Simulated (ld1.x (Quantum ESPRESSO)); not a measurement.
sulfur, TM: configuration errors across variants

* Element: S
* Generator: ld1.x (Quantum ESPRESSO) 7.5
* Type: norm-conserving Troullier–Martins (Kleinman–Bylander form)
* Functional: PBE
* Relativity: scalar-relativistic
* Frozen core: [Ne]
* Valence charge: 6
* Reference configuration: 3s2 3p3 (charge +1)
* Partial waves: 3s (bound): rc 1.15 bohr; 3p (bound): rc 1.40 bohr; 3d channel at 0.4 Ry: rc 1.35 bohr
* Local potential: all-electron potential smoothed inside 0.95 bohr (lloc = -2)
* Core correction: Bessel-smoothed model core, default radius (core density twice the valence density)

All-electron excitation energies from the reference (eV): (1) 3s2 3p4 -11.769; (2) 3s2 3p2 22.284; (3) 3s2 3p1 56.325; (4) 3s2 3p4.3 -13.478; (5) 3s0 3p6 8.971; (6) 3s2 3p3.5 -7.109; (7) 3s1 3p4 10.879.

A true bound ghost makes a file unfit for plane-wave use even where its test errors are small: the radial tests pick states by their node count and pass the ghost by.

Errors AE − PS in meV (a dash: test not solved or not reliable):

| change | (1) | (2) | (3) | (4) | (5) | (6) | (7) | bound ghosts |
| --- | --- | --- | --- | --- | --- | --- | --- | --- |
| base | +6.6 | +13 | +75 | +9.3 | -5.4 | +2.4 | -1.0 | none |
| wave 3p (bound): rc 1.40 bohr becomes 3p (bound): rc 0.94 bohr | +6.8 | +13 | +63 | +9.8 | -10 | +2.2 | -1.9 | p |
| wave 3p (bound): rc 1.40 bohr becomes 3p (bound): rc 1.06 bohr | +7.1 | +13 | +71 | +10 | +2.2 | +2.4 | +0.9 | none |
| wave 3p (bound): rc 1.40 bohr becomes 3p (bound): rc 1.24 bohr | +6.7 | +13 | +72 | +9.4 | -1.3 | +2.4 | +0.1 | none |
| wave 3p (bound): rc 1.40 bohr becomes 3p (bound): rc 1.36 bohr | +6.7 | +13 | +74 | +9.3 | -4.4 | +2.4 | -0.7 | none |
| wave 3p (bound): rc 1.40 bohr becomes 3p (bound): rc 1.48 bohr | +6.7 | +13 | +76 | +9.3 | -7.7 | +2.4 | -1.6 | none |
| wave 3p (bound): rc 1.40 bohr becomes 3p (bound): rc 1.68 bohr | +6.7 | +13 | +76 | +9.3 | -7.5 | +2.4 | -1.6 | none |
| wave 3p (bound): rc 1.40 bohr becomes 3p (bound): rc 1.98 bohr | +6.6 | +12 | +69 | +9.3 | -1.7 | +2.4 | +0.4 | none |
| wave 3p (bound): rc 1.40 bohr becomes 3p (bound): rc 2.12 bohr | +6.5 | +11 | +62 | +9.2 | +1.7 | +2.3 | +1.7 | none |

Task: Give the same row for: wave 3p (bound): rc 1.40 bohr becomes 3p (bound): rc 1.78 bohr.

Result: +6.7, +13, +74, +9.3, -6.1, +2.4, -1.1; bound ghosts: none.
